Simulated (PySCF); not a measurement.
Calculation: ωB97X-D3(BJ)/def2-TZVP // B3LYP-D3(BJ)/def2-TZVP in PySCF. All species are isolated molecules in the gas phase. Delta-SCF ions had no search for a lower state. 

Reference species (SMILES): `B` (neutral, multiplicity 1).

```
Item                                      Result
--------------------------------------  --------
vertical ionisation energy (Delta-SCF)  13.32 eV
```

Changed species: `FB` (1 of 3 H replaced by F; the reference has 0 of 3 H replaced by F).

Question: Predict the effect on the vertical ionisation energy (Delta-SCF).

Answer: the vertical ionisation energy (Delta-SCF) drops by 0.65 eV, to 12.67 eV.
